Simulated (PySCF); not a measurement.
C7H10F (charge +1).
Atom-mapped SMILES: `[CH3:1][C@@:2]1([CH2:3][F:4])[CH:5]=[CH:6][CH+:7][CH2:8]1` (hydrogens: H9, H10, H11 on C1; H12, H13 on C3; H14 on C5; H15 on C6; H16 on C7; H17, H18 on C8)

Geometry (GFN2-xTB, Å), atoms numbered from 1 in this order:
```xyz
18
C7H10F angstrom
C     -1.3975    0.4018   -0.9999
C     -0.3202   -0.1229   -0.0202
C     -1.0476   -0.9670    1.0685
F     -1.8228   -0.1304    1.8021
C      0.6854   -0.9114   -0.7463
C      1.9456   -0.3652   -0.6259
C      1.8713    0.7644    0.1752
C      0.5072    1.0084    0.6088
H     -0.9521    1.0526   -1.7475
H     -2.1458    0.9547   -0.4370
H     -1.8846   -0.4268   -1.5060
H     -1.7003   -1.7153    0.6107
H     -0.3321   -1.4393    1.7494
H      0.4413   -1.7942   -1.3155
H      2.8413   -0.7529   -1.0792
H      2.7080    1.3909    0.4446
H      0.1661    2.0057    0.3032
H      0.4282    1.0532    1.7032
```

Computed, not measured: TDDFT CAM-B3LYP/def2-SVPD, vertical, gas phase, core orbitals frozen in the response in PySCF 2.14.0, density-fitted response routines.

Ground-to-excited transition dipoles (e·a0, same axes as the geometry; the sign carries no meaning), for the states with f of 0.002 or more among the lowest 7:

```tsv
state	E (eV)	μx	μy	μz
S1	4.490	-0.585	-0.409	0.019
S2	4.672	0.545	0.243	0.151
S3	5.023	0.120	0.158	0.328
S4	5.330	-0.326	-0.588	-0.394
S5	5.940	0.450	-0.399	-0.215
S6	6.173	-0.102	-0.018	0.099
S7	6.525	0.000	-0.160	0.124
```

Task: What oscillator strength does each state have?

Result: f = (2/3) ΔE |μ|² with ΔE in hartree (27.2114 eV).

| state | \|μ\|² (au) | \|μ\| (D) | f |
| --- | --- | --- | --- |
| S1 | 0.510 | 1.81 | 0.056 |
| S2 | 0.379 | 1.56 | 0.043 |
| S3 | 0.147 | 0.97 | 0.018 |
| S4 | 0.607 | 1.98 | 0.079 |
| S5 | 0.407 | 1.62 | 0.059 |
| S6 | 0.021 | 0.36 | 0.003 |
| S7 | 0.041 | 0.51 | 0.007 |

Task: Which bond between heavy atoms lies closest to the direction of the S4 transition dipole?

Result: C2–C8, at 9° from it; next C6–C7 at 28°.

Task: What angle do the transition dipoles of S1 and S3 make?

Result: |cos θ| = |μa·μb| / (|μa| |μb|) = 0.47, so θ ≈ 62° (taken between 0 and 90°, since the signs are arbitrary).

Task: How is the summed strength of these states shared among x, y and z?

Result: (2/3) Σ ΔE μα² gives 0.118 for x, 0.101 for y and 0.047 for z, 0.266 in all.

Task: What peak molar absorption coefficient would the strongest computed level give as a lone Gaussian band 0.4 eV wide at half height?

Result: ε(max) = 2.175×10⁸ f / FWHM, with the width in cm⁻¹. S4: 2.175×10⁸ × 0.0793 / 3226 ≈ 5300 L mol⁻¹ cm⁻¹.

One conformer stands for the species.
